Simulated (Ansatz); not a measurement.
Pair of molecules: CH5N (SMILES CN) (first 7 atoms) with CH2O2 (SMILES O=CO); geometry from B3LYP-D3(BJ)/def2-TZVP.
(charge 0, multiplicity 1):
```xyz
12

C     -0.28243     0.21700     0.09659
N      0.80153    -0.51392     0.77010
H      0.03996     1.24075    -0.09344
H     -1.14173     0.24602     0.76498
H     -0.59080    -0.23331    -0.85142
H      1.62336    -0.58020     0.18076
H      0.50019    -1.45765     0.98962
O     -0.98049    -0.80331     3.32540
C     -0.18034    -0.06524     3.85100
O      0.89272     0.45078     3.27907
H     -0.26688     0.26505     4.89707
H      0.94792     0.11536     2.31504
```

Basis-set superposition error: the interaction energy with monomers in their own basis, and in the dimer's basis (counterpoise).

Run with Ansatz (a quantum-chemistry and plane-wave program) with Gaussian orbitals. Values without a source in brackets are computed.

```tsv
level	uncorrected (kcal/mol)	counterpoise (kcal/mol)	difference
HF/aug-cc-pVDZ	-10.67	-10.03	0.64
PBE/def2-TZVPPD	-14.35	-14.19	0.16
BLYP/def2-TZVPPD	-11.71	-11.54	0.18
revPBE/def2-TZVPPD	-11.13	-10.96	0.17
B97M-V/def2-TZVPPD	-14.41	-14.29	0.13
B3LYP/def2-TZVPPD	-12.93	-12.78	0.15
PBE0/def2-TZVPPD	-14.61	-14.47	0.13
CAM-B3LYP/def2-TZVPPD	-14.38	-14.23	0.15
wB97M-V/def2-TZVPPD	-14.75	-14.60	0.15
MP2/aug-cc-pVDZ	-15.66	-13.43	2.23
```

The error is largest for MP2/aug-cc-pVDZ (2.23 kcal/mol) and smallest for B97M-V/def2-TZVPPD (0.13 kcal/mol).
